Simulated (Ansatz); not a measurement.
Task: Name a neutral molecule of F, Ge, N, Si and H with HOMO–LUMO gap (PBE/def2-TZVPP) between 5.45 and 5.75 eV and LUMO energy (B3LYP/def2-TZVPP) between 0.05 and 0.35 eV (Ansatz, PBE0-D4/def2-TZVP geometry).

Result: `[NH2][GeH2][NH][SiH](N)F` (5.59 eV, 0.20 eV). Other molecules can fit too; these were computed, each in one conformer that needn't be the lowest.

B3LYP here is the variant with VWN-RPA as its local correlation; programs differ in this.
